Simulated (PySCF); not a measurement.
**One molecule, many functionals**

Compound: C3H10FPSi.
InChI=1S/C3H10FPSi/c4-2-1-3-6-5/h1-3,5-6H2

Linear-response calculations in the def2-SVPD basis (PySCF; singlets by full response, triplets Tamm–Dancoff, core orbitals frozen in the response; HF means time-dependent Hartree–Fock). 'Strongest' is the level of largest summed f among the singlets computed (10 roots, of which the last may lack a degenerate partner); it can jump between rows when another state enters that window. S1 is the lowest singlet of each run and needn't be the same state throughout; f(S1) is that of one state. Isolated species at its PBE0-D3(BJ)/def2-SVP geometry (one conformer only).

| functional | kind | S1 (eV) | f(S1) | strongest (eV) | T1 (eV) | HOMO (eV) | gap (eV) | ionisation energy, ΔSCF (eV) |
| --- | --- | --- | --- | --- | --- | --- | --- | --- |
| LDA | LDA | 5.88 | 0.013 | 6.38 | 5.39 | -6.44 | 5.65 | 9.49 |
| PBE | GGA | 5.95 | 0.014 | 6.46 | 5.32 | -6.37 | 5.73 | 9.36 |
| B3LYP | global hybrid, 20% exact exchange | 6.26 | 0.015 | 6.78 | 5.52 | -7.25 | 7.17 | 9.52 |
| PBE0 | global hybrid, 25% exact exchange | 6.38 | 0.016 | 6.93 | 5.52 | -7.47 | 7.61 | 9.50 |
| BHandHLYP | global hybrid, 50% exact exchange | 6.57 | 0.016 | 7.22 | 5.66 | -8.44 | 9.25 | 9.48 |
| CAM-B3LYP | range-separated hybrid | 6.46 | 0.015 | 7.08 | 5.63 | -8.73 | 9.68 | 9.59 |
| wB97X-D | range-separated hybrid | 6.50 | 0.015 | 7.16 | 5.77 | -9.28 | 11.07 | 9.60 |
| LC-wPBE | range-separated hybrid | 6.65 | 0.015 | 7.44 | 5.66 | -10.07 | 12.09 | 9.63 |
| HF | Hartree–Fock | 6.87 | 0.020 | 7.73 | 5.54 | -9.97 | 12.40 | not settled |

S1 runs from 5.88 eV (LDA) to 6.87 eV (HF), a spread of 0.99 eV, while the orbital gap spreads over 6.8 eV. Along PBE (0%), B3LYP (20%), PBE0 (25%), BHandHLYP (50%), HF (100%) S1 rises with the share of exact exchange. −ε(HOMO) comes closest to its own ΔSCF ionisation energy with wB97X-D (-0.32 eV) and misses most with LDA (-3.05 eV). 'Not settled' means that the ion's SCF failed to converge or may have ended in another state than the lowest.
